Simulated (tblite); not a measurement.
Compound: C6H12OSi2.
Cartesian coordinates in Å at the GFN2-xTB level; atoms count from 1:
```xyz
21
C6H12OSi2 angstrom
C      2.6072   -0.4064   -0.7003
C      1.1201   -0.5754   -0.9854
C      0.2791    0.3722   -0.1961
C     -1.0428    0.2601    0.0468
C     -1.9236   -0.8686   -0.4279
C     -1.7091   -1.9268    0.6060
O     -1.0109   -2.8965    0.4819
Si    -1.5015    1.7603    1.1220
Si     0.7694    2.0084    0.6590
H      2.9232    0.6128   -0.9152
H      2.8161   -0.6173    0.3462
H      3.1941   -1.0877   -1.3128
H      0.8223   -1.6055   -0.7704
H      0.9352   -0.3989   -2.0523
H     -2.9655   -0.5495   -0.4454
H     -1.6162   -1.2266   -1.4118
H     -2.2040   -1.7013    1.5722
H     -2.5522    2.5874    0.5139
H     -2.0068    1.3847    2.4489
H      1.2598    3.0301   -0.2759
H      1.7971    1.8615    1.6961
```

Calculated harmonic vibrations of the isolated species, GFN2-xTB (tblite), most abundant isotopes, no scaling. The method is semi-empirical: single wavenumbers can be off by several per cent or more. Modes of hydrogen on silicon can be 10 to 20 % off. One conformer, not necessarily the lowest.

Harmonic wavenumbers (cm⁻¹): 26.4, 48.1, 65.0, 97.5, 163.0, 173.3, 211.9, 243.9, 295.7, 336.4, 366.8, 385.7, 402.8, 418.5, 453.6, 496.0, 517.9, 537.9, 553.3, 561.6, 660.9, 732.2, 803.8, 809.0, 817.9, 891.2, 969.4, 978.1, 1033.8, 1058.7, 1100.4, 1115.1, 1150.7, 1197.9, 1210.8, 1244.8, 1324.5, 1381.8, 1411.9, 1448.3, 1466.8, 1499.6, 1504.0, 1592.9, 1770.0, 2165.9, 2186.5, 2195.3, 2203.4, 2746.4, 2910.1, 2964.3, 2985.6, 2990.0, 3022.0, 3029.3, 3035.6.

A = 1294, B = 1012, C = 629.4 MHz; mass 156.043 u (most abundant isotopes); point group C1, symmetry number 1.

Question: Zero-point energy?

Answer: ½Σν̃ = 33982 cm⁻¹ = 97.16 kcal/mol.

Question: What is S at 298.15 K and 1 bar for an ideal gas of classical rigid rotors and harmonic oscillators?

Answer: Translation 41.07, rotation 30.35, vibration 39.97: S = 111.4 cal/(mol K).

Question: And Cp and H(298.15 K) − H(0)?

Answer: Cp = 47.36 cal/(mol K), of which vibrations give 39.41 (their classical limit is 57 R = 113.3); H(298.15 K) − H(0) = 8.45 kcal/mol without the zero-point energy, 6.08 from vibrations.

Question: Blend soft modes into free rotors: weight 1/[1 + (100 cm⁻¹/ν̃)⁴] for the oscillator and the rest for a rotor with moment μB/(μ + B), μ = h/(8π²ν), B = 10⁻⁴⁴ kg m². What vibrational entropy results?

Answer: 35.64 cal/(mol K) in place of 39.97, which changes −T·S at 298.15 K by +1.29 kcal/mol.

Question: How do the functions run with temperature in this model?

Answer: 
```
 T (K)  S (cal/(mol K))  Cp (cal/(mol K))  H − H(0) (kcal/mol)  G − H(0) (kcal/mol)  ln q(vib)
    50             63.0              15.2                 0.57                -2.58       1.17
   100             75.6              21.8                 1.49                -6.06       2.93
373.15            122.9              55.4                12.31               -33.55      12.41
   500            140.8              67.0                20.10               -50.29      16.61
   750            171.3              83.3                39.03               -89.42      24.37
  1000            196.8              93.9                61.27              -135.51      31.41
```

q(vib) and H(0) count from the zero-point level.

Question: What must be added to the electronic energy to get the Gibbs energy at 298.15 K and 1 bar?

Answer: ZPE + [H(298.15 K) − H(0)] − T·S = 97.16 + 8.45 − 33.21 = 72.40 kcal/mol.

Hindered rotation and anharmonicity are outside this model. Other conformers, if any are populated, would add a mixing term that is left out. The structure is chiral; the term R ln 2 for an equal mix with its mirror image is left out.
